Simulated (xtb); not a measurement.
C₂H₆Be, charge -1, doublet, at a GFN2-xTB geometry (such geometries of metal compounds can be far from the true shape) (a state made from the parent by changing its charge; the spin is typed, not shown lowest). Base run: GFN2-xTB (xtb 6.7.1).

Geometry (Å):
```xyz
9

Be    -0.4933     0.6412    -0.5161
C      1.2457     0.0625    -0.9002
H      1.2636    -1.0334    -1.0174
H      1.9112     0.2691    -0.0460
H      1.7908     0.4496    -1.7825
C     -1.1280    -0.2155     1.0234
H     -1.1113    -1.3087     0.8828
H     -2.1388     0.0028     1.4183
H     -0.4484    -0.0262     1.8703
```
Charge -1, spin multiplicity 2.
All else is at xtb's defaults.
Base energy -8.03362 Eh.

The base run was repeated with changes; each row names its change, and settings that it needs were set with it.

| change | ΔE vs base (kJ/mol) | SCF cycles |
|---|---|---|
| base | 0.00 | 14 |
| etemp = 1000 | 0.00 | 14 |
| alpb = ch2cl2 | -271.4 | 14 |
| etemp = 5000 | -4.00 | 15 |
| acc = 0.1 | 0.00 | 16 |

ALPB and GBSA are two models with their own fitted parameters for each solvent, which aren't always the measured dielectric constant.
